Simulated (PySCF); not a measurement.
All of these have the formula C3H12N2Si2. Method used: PySCF, TDDFT CAM-B3LYP/def2-SVPD, vertical, gas phase, core orbitals frozen in the response. Geometries: GFN2-xTB; one conformer of each isolated species. Triplets are in the Tamm–Dancoff approximation.

Question: Rank by computed lowest singlet excitation energy, lowest first.
A. `[SiH3]C[SiH]1NCCN1`
B. `CN1[SiH2]NC[Si@H]1C`
C. `C/C=N\[SiH2]N(C)[SiH3]`
D. `C=CC[Si@H](N)N[SiH3]`
E. `CN1[SiH2]CNC[SiH2]1`

Answer: C (4.28 eV), E (5.18 eV), B (5.76 eV), A (6.08 eV), D (6.38 eV).

| SMILES | S1 (eV) | gap (eV) | α (au) | f (S1) | HOMO (eV) | S1 mainly |
| --- | --- | --- | --- | --- | --- | --- |
| C/C=N\[SiH2]N(C)[SiH3] | 4.28 | 8.63 | 104.2 | 0.000 | -8.02 | H-1→L (57%) |
| CN1[SiH2]CNC[SiH2]1 | 5.18 | 8.29 | 100.0 | 0.002 | -7.27 | H→L (83%) |
| CN1[SiH2]NC[Si@H]1C | 5.76 | 8.99 | 97.6 | 0.004 | -7.83 | H→L (41%) |
| [SiH3]C[SiH]1NCCN1 | 6.08 | 9.06 | 99.6 | 0.004 | -7.94 | H→L (55%) |
| C=CC[Si@H](N)N[SiH3] | 6.38 | 9.25 | 103.0 | 0.024 | -8.23 | H→L (70%) |

H and L stand for HOMO and LUMO.

Mean S1 by what the SMILES shows (count): single bonds only 5.67 eV (3); a double or triple bond but no aromatic ring 5.33 eV (2).

- `C/C=N\[SiH2]N(C)[SiH3]`: Löwdin shares by element: HOMO nitrogen 56%, carbon 8% or more, silicon 7% or more (atoms not listed hold the other 29%); LUMO carbon 42% or more, nitrogen 28% or more, silicon 9% or more (atoms not listed hold the other 22%).
- `CN1[SiH2]CNC[SiH2]1`: Löwdin shares by element: HOMO nitrogen 49% or more, carbon 22% or more, silicon 6% or more (atoms not listed hold the other 22%); LUMO silicon 41%, hydrogen 6% or more, carbon 6% or more (atoms not listed hold the other 47%).
- `CN1[SiH2]NC[Si@H]1C`: Löwdin shares by element: HOMO nitrogen 61%, carbon 11% or more (atoms not listed hold the other 28%); LUMO silicon 21% or more, hydrogen 17% or more, carbon 12% or more (atoms not listed hold the other 50%).
- `[SiH3]C[SiH]1NCCN1`: Löwdin shares by element: HOMO nitrogen 59%, carbon 11% or more, silicon 6% or more (atoms not listed hold the other 24%); LUMO silicon 41%, carbon 7% or more, hydrogen 6% or more (atoms not listed hold the other 46%).
- `C=CC[Si@H](N)N[SiH3]`: Löwdin shares by element: HOMO carbon 55%, nitrogen 18% or more (atoms not listed hold the other 28%); LUMO silicon 30%, carbon 9% or more, hydrogen 7% or more (atoms not listed hold the other 54%).

Without π bonds the low states are Rydberg-like; a valence basis with one diffuse set may place them up to an eV too high.
